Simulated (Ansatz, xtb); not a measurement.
Isomers of C5H7FO2 in order of energy

3 gas-phase structures of C5H7FO2, from a drawn sample of its isomers (lower ones may exist). Each was relaxed with GFN2-xTB; where two conformers were screened, the lower at r2SCAN-D4/def2-SVP//GFN2-xTB is listed:

A. `OC1=CC[C@@H]1OCF`, a singlet
B. `OC1=C(OCF)CC1`, a singlet
C. `O=C1CC[C@@H]1OCF`, a singlet

Problem. Make a reasoned guess at their ranking by r2SCAN-D4/def2-SVP//GFN2-xTB single-point energy.

Solution. Calculated order at r2SCAN-D4/def2-SVP//GFN2-xTB: C (0.000), A (0.649), B (0.701) eV.

Energies above the lowest of each column, in eV; the last columns are at r2SCAN-D4/def2-SVP geometries:

```csv
structure,GFN2-xTB,HF/STO-3G,r2SCAN-D4/def2-SVP//GFN2-xTB,r2SCAN-D4/def2-SVP,CCSD(T)/def2-SVP + ΔMP2/def2-TZVPP
C,0.000,0.000,0.000,0.000,0.000
A,0.571,1.099,0.649,0.664,0.608
B,0.506,0.918,0.701,0.717,0.700
```

Every level run on C puts it lowest or level with the lowest. Flexible structures stand in one conformer each, not always the lowest. B keeps a small imaginary mode. The ΔMP2 step shifts differences by up to 0.144 eV, which makes them less sure. ΔMP2 is the change of the MP2 energy from the smaller to the larger basis.

Programs: Ansatz 0.2.0, xtb 6.7.1.
